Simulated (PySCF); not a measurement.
## Electric field gradients and quadrupole coupling constants

Species: C2H6OSi.
Numbering: `[CH2:1]=[CH:2][SiH2:3][OH:4]` (hydrogens: H5, H6 on C1; H7 on C2; H8, H9 on Si3; H10 on O4)

Geometry (PBE0-D3(BJ)/def2-SVP, Å), atoms numbered from 1 in this order:
```
atom  x, y, z in Å
C1     1.478    0.069   -0.001
C2     0.536   -0.846    0.255
Si3   -1.206   -0.363    0.726
O4    -1.418    1.282    0.539
H5     2.503   -0.202   -0.280
H6     1.260    1.141    0.067
H7     0.803   -1.908    0.177
H8    -2.173   -1.143   -0.113
H9    -1.482   -0.647    2.162
H10   -1.403    1.608   -0.365
```

Field gradients from the PBE0/pcSseg-1 density (PySCF, non-relativistic), principal values in atomic units, ordered |Vxx| ≤ |Vyy| ≤ |Vzz|:

```json
{"atom": "O4", "Vxx": "-0.2878", "Vyy": "-1.2168", "Vzz": "1.5046"}
```

Q: Find the asymmetry η = (Vxx − Vyy)/Vzz and the couplings χ = eQV/h (234.96 MHz × Q in barn × V in au), with Q(17O) = −0.0256 b.

A: 
```
atom     environment  nucleus     η  χzz (MHz)  χxx (MHz)  χyy (MHz)
  O4  silanol oxygen      17O  0.62      -9.05       1.73       7.32
```

The tensor is traceless: Vxx + Vyy + Vzz = 0.

Q: What is Vzz at O4 in SI units (1 au = 9.71736 × 10²¹ V/m²)?

A: 1.5046 au = 14.621 × 10²¹ V/m².

Q: What couplings would deuterons (Q(2H) = 0.00286 b) have in place of the hydrogens, at this geometry?

A: 
```
atom  bonded to  bond length (Å)  Vzz (au)     η  χzz (kHz)
  H5         C1            1.096    0.3013  0.04        202
  H6         C1            1.096    0.2970  0.04        200
  H7         C2            1.099    0.2999  0.04        202
  H8        Si3            1.499    0.1339  0.04         90
  H9        Si3            1.490    0.1401  0.03         94
 H10         O4            0.961    0.4857  0.07        326
```

Isolated species at its PBE0-D3(BJ)/def2-SVP geometry (one conformer only). With so small a basis the couplings can be 20 % off.
